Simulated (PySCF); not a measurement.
# How methods differ on the excitation energy of P⁺

P⁺ [Ne] 3s2 3p2 (3P) → P⁺ [Ne] 3s2 3p1 4s1 (3P), as a difference of total energies. All numbers are calculated (PySCF 2.14, the spin-free X2C one-electron Hamiltonian (Gaussian nucleus), in aug-cc-pCVTZ-DK (8s7p5d3f, 75 functions)). Correlated levels: valence: [Ne] frozen. The calculations carry no spin-orbit coupling.

| method | excitation energy (eV) |
| --- | --- |
| UHF | 10.506 |
| MP2 (valence) | 10.678 |
| SCS-MP2 (valence) | 10.648 |
| CCSD (valence) | 10.693 |
| CCSD(T) (valence) | 10.693 |

Question: How much does correlation contribute at CCSD(T) (valence)?

Answer: 10.693 − (10.506) = 0.187 eV, measured against UHF.

Errors of the correlated levels include the incompleteness of this basis and the frozen core.

For comparison: 10.740 eV (measured; NIST levels, between the centres of gravity of the two terms).
